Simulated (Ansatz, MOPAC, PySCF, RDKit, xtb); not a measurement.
Complex: C2H4 (SMILES C=C) (first 6 atoms) with CH3NO (SMILES NC=O); geometry from B3LYP-D3(BJ)/def2-TZVP, rigid monomers moved along the line of their centres of mass till C1···H10 is 3.53 Å.
(charge 0, multiplicity 1):
```xyz
12

C      0.4519     0.4774     0.7391
C     -0.4232    -0.5141     0.6331
H      1.2096     0.4683     1.5133
H      0.4487     1.3184     0.0556
H     -1.1806    -0.5278    -0.1418
H     -0.3974    -1.3525     1.3186
N     -0.9977     0.4195     4.9553
C     -0.1092    -0.4257     5.5270
O      0.7114    -1.0847     4.9248
H     -1.0021     0.5300     3.9511
H     -1.6524     0.9353     5.5156
H     -0.2033    -0.4610     6.6280
```

Counterpoise-corrected where a basis set is named; no monomer relaxation.

Correlated levels freeze the cores. Rows in 6-31G* carry no dispersion term and start afresh at each structure (6-31G* with six Cartesian d functions). The state that AM1, PM6, PM7 reach isn't checked; PM7 holds dispersion and hydrogen-bond terms.

The values were computed with Ansatz (an electronic-structure program); MOPAC for AM1, PM6, PM7 (differences of heats of formation); PySCF for 6-31G* rows, the dispersion terms; RDKit for the force fields; xtb for the GFN methods. Values without a source in brackets are computed.

```tsv
level	interaction energy (kJ/mol)
MMFF94	-4.8
GFN-FF	-6.5
AM1	-0.9
PM6	-2.3
PM7	-5.4
HF/6-31G*	-4.6
PBE/def2-TZVPPD	-5.6
PBE-D3(BJ)/def2-TZVPPD	[?]
CCSD(T)/aug-cc-pVDZ	-6.6
```

**Question.** Fill in the missing entries.

**Answer.** 
- PBE-D3(BJ)/def2-TZVPPD, interaction energy (kJ/mol): -7.9
